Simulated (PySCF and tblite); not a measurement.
methyl benzenesulfonate, C₇H₈O₃S, numbered as in [CH3:1][O:2][S:3](=[O:4])(=[O:5])[c:6]1[cH:7][cH:8][cH:9][cH:10][cH:11]1. Conformers came from 90 starts (ETKDG and KDG, MMFF94s, GFN2-xTB); geometries are GFN2-xTB. Energies: PBE0-D3(BJ)/pcSseg-1 (IEF-PCM, chloroform), with GFN2-xTB thermal terms (modes under about 100 cm⁻¹ blended into free rotors). Symmetry numbers and mirror images are counted. Conformers within 3 kcal/mol (GFN2-xTB free energy) were kept, 10 at most. GIAO shieldings: PBE0/pcSseg-1 (IEF-PCM, chloroform). Shifts are against TMS (¹H), TMS (¹³C) at the same level. Programs: PySCF with density fitting and tblite.

Torsions listed: C1–O2–S3–O4, O2–S3–C6–C7. Of a mirror pair one member is shown.

Two conformers hold nearly all the population. I: -65°, -89°; δ(C1) = 50.12 ppm. II: 35°, -79°; δ(C1) = 55.02 ppm. The average over the ensemble at 298.15 K is 53.75 ppm.

Q: What populations and free-energy difference follow from a two-state model?

A: p(I) = (53.75 − 55.02)/(50.12 − 55.02) = 0.26, so K = p(II)/p(I) = 2.86 and G(II) − G(I) = −RT ln K = -0.62 kcal/mol. One of the two counts twice, as a mirror pair, which this difference holds. The weights computed directly are 26.0 % and 74.0 %.


Conformer gaps in pcSseg-1 on xTB geometries can be 2 kcal/mol off for S=O, P=O and other polar bonds.